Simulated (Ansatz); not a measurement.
**Question.** Name a neutral molecule of F, Hf, I, O and H with HOMO energy (B3LYP/def2-TZVPP) between -7.90 and -7.60 eV and HOMO energy (PBE0/def2-TZVPP) between -8.10 and -7.80 eV (Ansatz, PBE0-D4/def2-TZVP geometry).

**Answer.** `[OH][Hf]([F])([F])[I]` (-7.73 eV, -7.99 eV). Other molecules can fit too; these were computed, each in one conformer that needn't be the lowest.

B3LYP here is the variant with VWN-RPA as its local correlation; programs differ in this.
